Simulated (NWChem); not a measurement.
Molecule: SnH3O2Cl; SMILES [OH][SnH]([OH])[Cl]

```xyz
7

Sn    -0.0051     0.3094     0.2634
O     -1.5293     1.2326    -0.6305
O      1.7132     0.8945    -0.5781
Cl    -0.1035    -2.0252    -0.1662
H     -0.1238     0.6831     1.9307
H     -1.4539     1.1411    -1.6008
H      2.1237     0.1149    -1.0037
```
Atoms are numbered in this order, from 1.

All runs: NWChem. All runs use the structure optimised with PBE-D3(BJ)/def2-SVP. def2 effective core potentials on Sn; no spin-orbit coupling. Ions are spin-unrestricted doublets at the neutral geometry; other ion states weren't tried.

```csv
level,−ε(HOMO) (eV)
PBE/def2-SVP,6.97
M06-2X/def2-SVP,10.38
"LDA (Slater exchange, VWN5)/def2-SVP",7.11
```
